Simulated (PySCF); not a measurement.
Cl$_{4}$Si, charge -1, doublet, geometry from GFN2-xTB (a state made from the parent by changing its charge; the spin is typed, not shown lowest); HF/STO-3G (PySCF).

The PySCF input:
```python
from pyscf import gto, scf

mol = gto.M(
    atom='''
Cl   -1.29762679   -1.06083468   -0.81742222
Si   -0.10681316    0.18839100    0.32264875
Cl   -0.84733097    2.10540791   -0.69529212
Cl    0.47552690   -1.44964096    1.81839451
Cl    1.75739464    0.24992220   -0.57139091
''',
    basis='sto-3g',
    charge=-1,
    spin=1,
    verbose=5,
)

mf = scf.UHF(mol)
mf.kernel()
```

Predict the main parts of the log of this PySCF run.


```
PySCF version 2.14.0

[INPUT] verbose = 5
[INPUT] max_memory = 4000
[INPUT] num. atoms = 5
[INPUT] num. electrons = 83
[INPUT] charge = -1
[INPUT] spin (= nelec alpha-beta = 2S) = 1
[INPUT] symmetry False subgroup None
[INPUT] Mole.unit = angstrom
[INPUT] Symbol           X                Y                Z      unit          X                Y                Z       unit  Magmom
[...]
[INPUT] ---------------- BASIS SET ----------------
[INPUT] l, kappa, [nprim/nctr], expnt,             c_1 c_2 ...
[INPUT] Cl
[...]
                                109.5358542       0.5353281423
                                29.64467686       0.4446345422
[...]
                                9.053563477       0.3995128261
                                2.944499834       0.7001154689
[...]
                                0.5940934274      0.2255954336
                                0.232524141       0.900398426
[...]
                                9.053563477       0.6076837186
                                2.944499834       0.3919573931
[...]
                                0.5940934274      0.5951670053
                                0.232524141       0.462001012
[INPUT] Si
[...]
                                74.28083305       0.5353281423
                                20.10329229       0.4446345422
[...]
                                5.389706871       0.3995128261
                                1.752899952       0.7001154689
[...]
                                0.4125648801      0.2255954336
                                0.1614750979      0.900398426
[...]
                                5.389706871       0.6076837186
                                1.752899952       0.3919573931
[...]
                                0.4125648801      0.5951670053
                                0.1614750979      0.462001012

nuclear repulsion = 502.237168097862
number of shells = 25
number of NR pGTOs = 135
number of NR cGTOs = 45
basis = sto-3g
ecp = {}

******** <class 'pyscf.scf.uhf.UHF'> ********
method = UHF
initial guess = minao
damping factor = 0
level_shift factor = 0
DIIS = <class 'pyscf.scf.diis.CDIIS'>
diis_start_cycle = 1
diis_space = 8
diis_damp = 0
SCF conv_tol = 1e-09
SCF conv_tol_grad = None
SCF max_cycles = 50
direct_scf = True
direct_scf_tol = 1e-13
number electrons alpha = 42  beta = 41
Set gradient conv threshold to 3.16228e-05
E1 = -3902.3038891979795  E2 = 1297.321967959793  Ecoul = 1427.0620584145568  Exc = -129.74009045476373
[...]
   -7.606051     -7.60097911   -7.60092915   -7.60085649   -7.60081004
   -7.51871142   -7.51861758   -7.51816886   -7.51811682   -7.51622101
   -7.51605963   -5.91045095   -3.93689675   -3.93650651   -3.92763319
   -0.87339671   -0.82973035   -0.75693703   -0.75116525   -0.43065204
   -0.30107863   -0.2874761    -0.26463806   -0.24191118   -0.22294367
   -0.18830704   -0.17828392   -0.17284887   -0.17102755   -0.16933824
   -0.16607299    0.30789038    0.52107572    0.55538279    0.57252161]
multiplicity <S^2> = 0.76165833  2S+1 = 2.0116246
E1 = -3939.088718189029  E2 = 1332.7879803177084  Ecoul = 1464.228864307289  Exc = -131.4408839895807
cycle= 9 E= -2104.06356977346  delta_E= -3.36e-10  |g|= 3.33e-06  |ddm|= 5.64e-05
  alpha mo_energy =
[-1.03466108e+02 -1.03466104e+02 -1.03377166e+02 -1.03377161e+02
 -6.79489003e+01 -1.01625958e+01 -1.01624445e+01 -1.00815222e+01
 -1.00812861e+01 -7.60635901e+00 -7.60617401e+00 -7.60130747e+00
 -7.60118650e+00 -7.60081790e+00 -7.60074472e+00 -7.52870424e+00
 -7.52842902e+00 -7.51965300e+00 -7.51962191e+00 -7.51952383e+00
 -7.51947054e+00 -5.92427756e+00 -3.94948397e+00 -3.94274961e+00
 -3.93874371e+00 -8.78860090e-01 -8.31104612e-01 -7.83034432e-01
 -7.75494673e-01 -4.68540873e-01 -3.10484419e-01 -3.08010635e-01
 -2.97487684e-01 -2.42459014e-01 -2.25277008e-01 -2.22605960e-01
 -2.17727609e-01 -1.81006518e-01 -1.80960250e-01 -1.78596258e-01
 -1.76589333e-01 -6.04664965e-02  5.03624943e-01  5.08925286e-01
  5.22620252e-01]
  beta  mo_energy =
[-103.46605974 -103.46605572 -103.37481404 -103.37480814  -67.94163778
  -10.16253279  -10.16238003  -10.07818395  -10.07794065   -7.60628379
   -7.60605027   -7.60097838   -7.60092843   -7.60085577   -7.6008093
   -7.51871235   -7.51861852   -7.51816982   -7.51811778   -7.51622198
   -7.51606059   -5.91045106   -3.93689684   -3.9365066    -3.92763317
   -0.87339656   -0.82973004   -0.75693747   -0.75116561   -0.4306522
   -0.30107838   -0.28747602   -0.26463796   -0.2419109    -0.22294365
   -0.18830756   -0.17828397   -0.17284928   -0.17102819   -0.16933859
   -0.1660729     0.30789062    0.52107579    0.55538294    0.57252182]
multiplicity <S^2> = 0.76165851  2S+1 = 2.0116247
E1 = -3939.0887198197806  E2 = 1332.7879819484376  Ecoul = 1464.2288657973825  Exc = -131.44088384894485
Extra cycle  E= -2104.06356977348  delta_E= -2.27e-11  |g|= 1.73e-06  |ddm|= 1.11e-05
converged SCF energy = -2104.06356977348  <S^2> = 0.76165851  2S+1 = 2.0116247
```
